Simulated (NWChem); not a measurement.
System: TaHSOCl₂; SMILES [Ta]([Cl])([Cl])([OH])=[S]

NWChem printed, in part:

```
             Northwest Computational Chemistry Package (NWChem) 7.3.0
             --------------------------------------------------------

 C1  symmetry detected

                             Geometry "geometry" -> ""
                             -------------------------

 Output coordinates in angstroms (scale by  1.889725989 to convert to a.u.)

  No.       Tag          Charge          X              Y              Z
 ---- ---------------- ---------- -------------- -------------- --------------
    1 Ta                  73.0000     0.02705091     0.00005451    -0.14371556
    2 S                   16.0000     1.96802675    -0.00126975     0.78162595
    3 Cl                  17.0000    -1.08163305    -1.91284700     0.48705148
    4 Cl                  17.0000    -1.07958840     1.91421290     0.48686342
    5 O                    8.0000     0.28052758    -0.00040185    -1.99672099
    6 H                    1.0000     1.03339939    -0.00366888    -2.59756456

 Effective nuclear repulsion energy (a.u.)    1232.2127748812

                                 NWChem DFT Module
                                 -----------------

 Summary of "ao basis" -> "ao basis" (spherical)
 ------------------------------------------------------------------------------
       Tag                 Description            Shells   Functions and Types
 ---------------- ------------------------------  ------  ---------------------
 Ta                         def2-svp                12       32   6s3p2d1f
 S                          def2-svp                 8       18   4s3p1d
 Cl                         def2-svp                 8       18   4s3p1d
 O                          def2-svp                 6       14   3s2p1d
 H                          def2-svp                 3        5   2s1p

            General Information
            -------------------
          SCF calculation type: DFT
          Wavefunction type:  closed shell.
          No. of atoms     :     6
          No. of electrons :    72
           Alpha electrons :    36
            Beta electrons :    36
          Charge           :     0
          Spin multiplicity:     1
          Use of symmetry is: off; symmetry adaption is: off
          Maximum number of iterations: 150
          AO basis - number of functions:   105
                     number of shells:    45
          Convergence on energy requested:  1.00D-06
          Convergence on density requested:  1.00D-05
          Convergence on gradient requested:  5.00D-04

              XC Information
              --------------
                       M06-2X Method XC Functional
                     Hartree-Fock (Exact) Exchange  0.540
                        M06-2X Exchange Functional  1.000
                      M06-2X Correlation Potential  1.000

             Grid Information
             ----------------
          Grid used for XC integration:  medium
          Radial quadrature: Mura-Knowles
          Angular quadrature: Lebedev.
          Tag              B.-S. Rad. Rad. Pts. Rad. Cut. Ang. Pts.
          ---              ---------- --------- --------- ---------
          Ta                  1.45      123           9.0       590
          S                   1.00       88          10.0       590
          Cl                  1.00       88          11.0       590
          O                   0.60       49           9.0       434
          H                   0.35       45          10.0       434
          Grid pruning is: on
          Number of quadrature shells:   481
          Spatial weights used:  Erf1

      Superposition of Atomic Density Guess
      -------------------------------------

 Sum of atomic energies:       -1453.10344461

      Non-variational initial energy
      ------------------------------

 Total energy =   -1447.906152
 1-e energy   =   -2771.782495
 2-e energy   =     945.225285
 HOMO         =      -0.348346
 LUMO         =       0.017881

     ---------------------------------------------
      Total Density - Mulliken Population Analysis
     ---------------------------------------------

    Atom       Charge   Shell Charges
 -----------   ------   -------------------------------------------------------
    1 Ta  13    10.54   0.03 -0.32  1.77  0.52  0.44  0.06  5.46  0.61  0.19  1.30  0.35  0.11
    2 S   16    17.00   2.00  1.99  1.24  0.68  5.94  2.00  3.12  0.02
    3 Cl  17    17.50   2.00  1.99  1.23  0.72  5.94  2.20  3.41  0.01
    4 Cl  17    17.50   2.00  1.99  1.23  0.72  5.94  2.20  3.41  0.01
    5 O    8     8.83   1.99  1.11  0.65  3.13  1.95  0.00
    6 H    1     0.64   0.52  0.06  0.06

[...]

                         DFT ENERGY GRADIENTS

    atom               coordinates                        gradient
                 x          y          z           x          y          z
   1 Ta      0.051119   0.000103  -0.271583   -0.009496  -0.000003  -0.002729
   2 S       3.719031  -0.002399   1.477059    0.005562  -0.000002   0.002592
   3 Cl     -2.043990  -3.614757   0.920394    0.001719   0.001712  -0.000460
   4 Cl     -2.040126   3.617338   0.920038    0.001710  -0.001714  -0.000457
   5 O       0.530120  -0.000759  -3.773256    0.001045   0.000036   0.000521
   6 H       1.952842  -0.006933  -4.908685   -0.000540  -0.000028   0.000533
```

Level: M06-2X/def2-SVP with def2 effective core potentials on Ta. Geometry: optimised at PBE0/def2-SVP. Not confirmed as a minimum by frequencies. def2 effective core potentials on Ta; no spin-orbit coupling.

Question: Which NWChem input produces such a log?

Answer: Several could match; the one computed here: the input that was run:
```
start job
memory heap 200 mb stack 900 mb global 1100 mb
geometry units angstroms noautoz
  Ta     0.001719     0.076312    -0.098153
  S     -0.011606     1.759280     1.240162
  Cl     1.917406    -1.138093     0.278149
  Cl    -1.909567    -1.151606     0.256087
  O      0.009684     0.740249    -1.846582
  H      0.011850     1.609021    -2.262599
end
basis spherical
  * library def2-svp
end
ecp
  Ta library def2-ecp
end
dft
  xc m06-2x
  iterations 150
  mulliken
end
task dft gradient
```
